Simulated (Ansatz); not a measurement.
Cost and result up the ladder for (I2In-mu-H)3 (In3H3I6) (12 atoms). The state is a singlet with charge 0. Geometry: PBE-D4/def2-SVP.

```tsv
atom	x (Å)	y (Å)	z (Å)
In1	1.7492	-1.0852	-0.0121
I2	2.3136	-3.6721	-0.4509
I3	3.4804	0.8879	0.5598
H4	0.3739	-0.9807	1.3040
In5	-1.0846	0.1649	1.7593
I6	-3.2762	-1.3842	1.8304
I7	-0.2367	1.8826	3.6364
H8	-1.0835	1.0930	0.0921
In9	-0.6780	0.8610	-1.7587
I10	-2.7598	-0.4052	-2.8889
I11	0.5325	3.0966	-2.6180
H12	0.6693	-0.4586	-1.4534
```

Ansatz; hardware A = 2 threads of AMD EPYC 7R13 on a shared host and a share (18 GiB) of an NVIDIA H100 80GB HBM3; B = 2 threads of AMD EPYC 7R13 on a shared host. Times are rough, and most runs start from the orbitals of an earlier one. PBE0-D4/def2-TZVP serves as the yardstick here, not as an exact answer. Differences are given only for rows in sets of like size (and for xTB, whose basis is part of the method), since another set adds its own error. Binding counts from free atoms at the same level (In doublet, I doublet, H doublet; other spins of the atoms weren't run), without zero-point energy or a counterpoise term.

In the def2 sets I, In take a core potential; there is no spin–orbit coupling. B3LYP takes the VWN-RPA correlation. Correlated methods freeze 36 core orbitals; core or outer-core shells of In, I are correlated, in sets that lack core-valence functions. The rows differ in basis, and correlated rows in double-zeta sets carry the largest basis error. Single mean-field runs in def2-TZVP are fitted with def2-universal-jkfit.

Correlated methods converge slowly with the basis, most of all in double-zeta sets.

```
                                level  functions  wall time
                PBE0-D4/def2-TZVP [A]        468      3.4 s
                     HF/def2-TZVP [A]        468      4.9 s
r2SCAN-D4/def2-TZVP (with forces) [A]        468        6 s
             r2SCANh-D4/def2-TZVP [A]        468        6 s
               B3LYP-D4/def2-TZVP [A]        468        7 s
   PBE-D4/def2-TZVP (with forces) [A]        468      7.5 s
                    MP2/def2-TZVP [A]        468        9 s
                  PBE-D4/def2-SVP [B]        249      9.5 s
                 PBE0-D4/def2-SVP [B]        249       24 s
                 CCSD(T)/def2-SVP [A]        249       33 s
```

(1) Estimate what each level gives for the binding energy per atom (eV).

Answers

(1) 
```
                                level  binding energy per atom (eV)  difference from PBE0-D4/def2-TZVP (eV)
                PBE0-D4/def2-TZVP [A]                          2.05                                    0.00
                     HF/def2-TZVP [A]                          1.42                                   -0.63
r2SCAN-D4/def2-TZVP (with forces) [A]                          2.07                                    0.02
             r2SCANh-D4/def2-TZVP [A]                          2.06                                    0.01
               B3LYP-D4/def2-TZVP [A]                          1.98                                   -0.07
   PBE-D4/def2-TZVP (with forces) [A]                          2.05                                    0.00
                    MP2/def2-TZVP [A]                          2.04                                   -0.01
                  PBE-D4/def2-SVP [B]                          2.04                                       –
                 PBE0-D4/def2-SVP [B]                          2.03                                       –
                 CCSD(T)/def2-SVP [A]                          1.90                                       –
```
